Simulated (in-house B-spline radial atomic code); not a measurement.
A fraction x of an electron is removed from 3p in Rb, starting from [Kr] 5s1 and keeping the highest spin. Method: scalar-relativistic (X2C) BP86, spin-polarised, spherical fractional occupations, Fermi nucleus of rms radius 4.2036 fm. Calculated with a B-spline radial code for spherical atoms.

```tsv
x	E(x) - E(0) (eV)	3p down level (eV)
0	0.0000	-224.761
0.06	13.5304	-226.251
0.19	43.1550	-229.521
0.27	61.5981	-231.559
0.45	?	?
0.5	115.5395	-237.521
0.53	122.6769	-238.309
0.74	173.3058	-243.889
0.87	?	?
0.99	235.1228	-250.670
1	237.6309	-250.944
```

Task: What belongs in the row x = 0.45?

Result: An energy change of 103.6962 eV; 3p down at -236.212 eV.

Task: What belongs in the row x = 0.87?

Result: An energy change of 205.2391 eV; 3p down at -247.397 eV.

Task: Check Janak's theorem between x = 0.06 and 0.19.

Result: The slope of the energy is 227.88 eV; the orbital levels give 227.89 eV (-ε of the emptying orbital, averaged over the two points).
